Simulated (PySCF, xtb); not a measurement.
CrO₃, SMILES [O]=[Cr](=[O])=[O], multiplicity 1.

Harmonic wavenumbers (cm⁻¹) from GFN2-xTB (xtb) at its own minimum, in rising order: 319, 330, 330, 858, 957, 957.

Question: What does PBE-D3(BJ)/def2-SVP run with PySCF 2.14.0 give at its own minimum? (Estimate from the structure and the level; the computed values follow.)

Answer: 264, 384, 384, 1003, 1074, 1074. Paired by order, the mean absolute difference is 90 cm⁻¹ and the zero-point energies are 5.4 and 6.0 kcal/mol.
